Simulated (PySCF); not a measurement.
## Radial density of Pm³⁺ (promethium, charge +3)

UHF, [Xe] 4f4, one real determinant. Computed with PySCF 2.14 in ANO-RCC-VTZP (8s7p5d3f2g1h, 104 functions), with scalar relativity by spin-free X2C-1e.

| r (bohr) | 4πr²ρ (e/bohr) | 4πr²(ρα − ρβ) |
| --- | --- | --- |
| 0.0201 | 78.27 | 0.0023 |
| 0.0338 | 71.30 | 0.0055 |
| 0.0569 | 99.42 | 0.0085 |
| 0.0957 | 94.02 | 0.0087 |
| 0.161 | 85.19 | 0.1666 |
| 0.271 | 70.09 | 1.1588 |
| 0.456 | 38.39 | 3.7187 |
| 0.766 | 28.74 | 4.1810 |
| 1.29 | 10.01 | 1.7054 |
| 2.17 | 2.732 | 0.1226 |
| 3.65 | 0.05875 | -0.0035 |
| 6.13 | 0.0001165 | 0.0001 |
| 10.3 | 3.035e-05 | 0.0000 |

Densities and radii are taken from the X2C orbitals without a picture-change correction, which distorts them close to the nucleus.

⟨L²⟩ = 34.03 against 42 for a pure I term, so this real determinant mixes terms. Spin-orbit coupling, absent here, splits the open shell strongly.

Question: Where is the radial spin density 4πr²(ρα − ρβ) most negative, and why is it negative at all?

Answer: Around r = 3.65 bohr, down to -0.0035 e/bohr: exchange with the open shell polarises the paired shells in an unrestricted calculation.
